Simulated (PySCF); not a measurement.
Solvent effects on NMR parameters

Structure with atom numbers: `[CH:1]#[C:2][SiH2:3][C:4]#[C:5][CH:6]1[CH2:7][CH2:8][CH2:9]1`; H(Xn) means a hydrogen on atom n. Ha(C7), Ha(C8), Ha(C9) are cis to C5 on the ring; Hb(C7), Hb(C8), Hb(C9) are trans to C5 on the ring.

GIAO PBE0/pcSseg-1 in PySCF 2.14 on one PBE0-D3(BJ)/def2-SVP conformer, non-relativistic, equivalent nuclei averaged. Solvents enter as an IEF-PCM continuum (acetone with ε = 20.5) around the gas-phase geometry. Shifts are referred to TMS computed in the same medium.

Gas phase, δ in ppm: C5 121.7, C1 103.5, C2 83.7, C4 79.7, C7/C9 31.9, C6 27.3, C8 20.4, Si3 -93.9, H(Si3) 4.56, H(C6) 2.88, H(C1) 2.29, Ha(C7)/Ha(C9) 2.12, Hb(C7)/Hb(C9) 2.09, Hb(C8) 1.81. Dipole moment 1.84 D.

**Question.** How does each δ change in the continuum?

**Answer.** 
| atoms | environment | Δδ, acetone |
| --- | --- | --- |
| C5 | alkyne carbon | +4.6 |
| C1 | terminal alkyne carbon | +4.6 |
| C2 | alkyne carbon | +0.2 |
| C4 | alkyne carbon | -1.6 |
| C7/C9 | sp3 CH2 in a ring | +0.8 |
| C6 | propargylic sp3 CH | -0.1 |
| C8 | sp3 CH2 in a ring | +0.6 |
| Si3 | silicon bonded to 2 C, 2 H | -1.1 |
| H(Si3) | hydrogen on a silicon bonded to 2 C | +0.03 |
| H(C6) | hydrogen on a propargylic sp3 CH | +0.22 |
| H(C1) | hydrogen on a terminal alkyne carbon | +0.54 |
| Ha(C7)/Ha(C9) | hydrogen on an sp3 CH2 in a ring | +0.02 |
| Hb(C7)/Hb(C9) | hydrogen on an sp3 CH2 in a ring | +0.10 |
| Hb(C8) | hydrogen on an sp3 CH2 in a ring | +0.13 |

Changes are relative to the gas phase. The dipole moment becomes 2.29 D in acetone.

**Question.** Which of the listed nuclei move most (in ppm), and what does the model miss?

**Answer.** C5 (alkyne carbon, +4.6 ppm) and C1 (terminal alkyne carbon, +4.6 ppm) in acetone. A continuum only polarises the solute; specific hydrogen bonds, the anisotropy of aromatic solvents and changes of geometry or conformer are outside it.
